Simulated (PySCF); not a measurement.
A structure optimised at PBE0-D3(BJ)/def2-SVP, used in a PySCF frequency run:

```xyz
15

Te     0.0260     1.0096     0.0000
H     -1.6366     1.1212     0.0000
C     -0.0060    -1.2046     0.0000
C     -0.7128    -1.6953    -1.2551
C     -0.7128    -1.6953     1.2551
C      1.4580    -1.6281     0.0000
H     -0.7038    -2.8006    -1.2720
H     -1.7636    -1.3708    -1.2859
H     -0.2179    -1.3359    -2.1688
H     -1.7636    -1.3708     1.2859
H     -0.2179    -1.3359     2.1688
H     -0.7038    -2.8006     1.2720
H      1.9904    -1.2669     0.8934
H      1.9904    -1.2669    -0.8934
H      1.5185    -2.7304     0.0000
```
Charge 0, spin multiplicity 1.

Q: Write its SMILES, formula and point group.

A: CC(C)(C)[TeH], C₄H₁₀Te, Cs

Q: What are its rotational constants (standard atomic weights)?

A: 4.4454, 1.5268, 1.5147 GHz
